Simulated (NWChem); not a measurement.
System: C₂H₆N, doublet; SMILES C([NH])C

Here is an NWChem input.

```
start job
memory heap 200 mb stack 900 mb global 1100 mb
geometry units angstroms noautoz
  C      0.244085    -1.198967     0.000000
  C     -0.486001     0.130558     0.000000
  N      0.407276     1.245931     0.000000
  H     -0.460419    -2.044306     0.000000
  H      0.888548    -1.284592     0.887628
  H      0.888548    -1.284592    -0.887628
  H     -1.172323     0.192910    -0.874011
  H     -1.172323     0.192910     0.874011
  H     -0.178965     2.092785     0.000000
end
basis spherical
  * library sto-3g
end
dft
  odft
  mult 2
  xc pbe0
  iterations 150
  mulliken
end
task dft gradient
```

NWChem printed, in part:

```
             Northwest Computational Chemistry Package (NWChem) 7.3.0
             --------------------------------------------------------

 CS  symmetry detected

                             Geometry "geometry" -> ""
                             -------------------------

 Output coordinates in angstroms (scale by  1.889725989 to convert to a.u.)

  No.       Tag          Charge          X              Y              Z
 ---- ---------------- ---------- -------------- -------------- --------------
    1 C                    6.0000     0.25291251    -1.20265671     0.00000000
    2 C                    6.0000    -0.49534950     0.11672431     0.00000000
    3 N                    7.0000     0.38253739     1.24425051     0.00000000
    4 H                    1.0000    -0.43992477    -2.05758385     0.00000000
    5 H                    1.0000     0.89848983    -1.27942983     0.88762800
    6 H                    1.0000     0.89848983    -1.27942983    -0.88762800
    7 H                    1.0000    -1.18246252     0.16965220    -0.87401100
    8 H                    1.0000    -1.18246252     0.16965220     0.87401100
    9 H                    1.0000    -0.21526959     2.08297992     0.00000000

 Effective nuclear repulsion energy (a.u.)      75.6228238802

      Symmetry information
      --------------------

 Group name             Cs
 Group number              2
 Group order               2
 No. of unique centers     7

                                 NWChem DFT Module
                                 -----------------

 Summary of "ao basis" -> "ao basis" (spherical)
 ------------------------------------------------------------------------------
       Tag                 Description            Shells   Functions and Types
 ---------------- ------------------------------  ------  ---------------------
 C                           sto-3g                  3        5   2s1p
 N                           sto-3g                  3        5   2s1p
 H                           sto-3g                  1        1   1s

      Symmetry analysis of basis
      --------------------------

        a'         16
        a"          5

            General Information
            -------------------
          SCF calculation type: DFT
          Wavefunction type:  spin polarized.
          No. of atoms     :     9
          No. of electrons :    25
           Alpha electrons :    13
            Beta electrons :    12
          Charge           :     0
          Spin multiplicity:     2
          Use of symmetry is: on ; symmetry adaption is: on
          Maximum number of iterations: 150
          AO basis - number of functions:    21
                     number of shells:    15
          Convergence on energy requested:  1.00D-06
          Convergence on density requested:  1.00D-05
          Convergence on gradient requested:  5.00D-04

              XC Information
              --------------
                         PBE0 Method XC Functional
                     Hartree-Fock (Exact) Exchange  0.250
          PerdewBurkeErnzerhof Exchange Functional  0.750
            Perdew 1991 LDA Correlation Functional  1.000 local
           PerdewBurkeErnz. Correlation Functional  1.000 non-local

             Grid Information
             ----------------
          Grid used for XC integration:  medium
          Radial quadrature: Mura-Knowles
          Angular quadrature: Lebedev.
          Tag              B.-S. Rad. Rad. Pts. Rad. Cut. Ang. Pts.
          ---              ---------- --------- --------- ---------
          C                   0.70       49           9.0       434
          N                   0.65       49           9.0       434
          H                   0.35       45          10.0       434
          Grid pruning is: on
          Number of quadrature shells:   327
          Spatial weights used:  Erf1

      Superposition of Atomic Density Guess
      -------------------------------------

 Sum of atomic energies:        -130.77219163

      Non-variational initial energy
      ------------------------------

 Total energy =    -131.214890
 1-e energy   =    -328.294722
 2-e energy   =     121.457008
 HOMO         =      -0.064556
 LUMO         =       0.539832

   Symmetry analysis of molecular orbitals - initial alpha
   -------------------------------------------------------

  Numbering of irreducible representations:

     1 a'          2 a"

  Orbital symmetries:

     1 a'          2 a'          3 a'          4 a'          5 a'
     6 a'          7 a'          8 a"          9 a'         10 a"
    11 a'         12 a'         13 a"         14 a'         15 a"
    16 a'         17 a'         18 a'         19 a'         20 a"
    21 a'

   Symmetry analysis of molecular orbitals - initial beta
   ------------------------------------------------------

  Numbering of irreducible representations:

     1 a'          2 a"

  Orbital symmetries:

[...]

                         DFT ENERGY GRADIENTS

    atom               coordinates                        gradient
                 x          y          z           x          y          z
   1 C       0.477935  -2.272692   0.000000   -0.014151   0.018266   0.000000
   2 C      -0.936075   0.220577   0.000000    0.058608   0.018986   0.000000
   3 N       0.722891   2.351293   0.000000   -0.076286  -0.007501   0.000000
   4 H      -0.831337  -3.888270   0.000000   -0.000463  -0.002860   0.000000
   5 H       1.697900  -2.417772   1.677374    0.001737  -0.000203   0.001539
   6 H       1.697900  -2.417772  -1.677374    0.001737  -0.000203  -0.001539
   7 H      -2.234530   0.320596  -1.651641   -0.002279   0.002456   0.000947
   8 H      -2.234530   0.320596   1.651641   -0.002279   0.002456  -0.000947
   9 H      -0.406801   3.936261   0.000000    0.033376  -0.031397   0.000000
```

Level: PBE0/STO-3G, spin-unrestricted. In the optimisation the excess spin sits in a" (Cs, its own frame). The geometry was optimised at PBE0/def2-SVP, spin-unrestricted. No stability test was run on the SCF state.
